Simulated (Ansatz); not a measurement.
Compare A (`NB(F)[SiH2]Cl`) with its isomer B (`N[SiH](F)BCl`).

Program: Ansatz. Geometries: PBE0-D4/def2-TZVP. ΔE: electronic, gas phase. CCSD(T)/CBS is the MP2 limit (def2-TZVPP, def2-QZVPP) plus CCSD(T) − MP2 in def2-TZVPP, frozen cores. DFT in def2-TZVPP. B3LYP here is the variant with VWN-RPA as its local correlation; programs differ in this. Each species was taken in one conformer, which may not be the lowest.

Q: Which is lower in electronic energy at CCSD(T)/CBS, and by how much? (Best estimate.)

A: The calculation gave: A, by 80.9 kJ/mol.

Q: Give E(B) − E(A) in kJ/mol with B3LYP-D4, CCSD/def2-TZVPP, B2PLYP, ωB97M-V, HF/def2-TZVPP, PBE0-D4, r2SCAN-D4. (An estimate is asked.)

A: Ansatz gave: B3LYP-D4 89.4, CCSD/def2-TZVPP 83.4, B2PLYP 86.2, ωB97M-V 88.7, HF/def2-TZVPP 83.4, PBE0-D4 94.7, r2SCAN-D4 90.8. None reverses the order clearly.

Largest T1 diagnostic: 0.013.
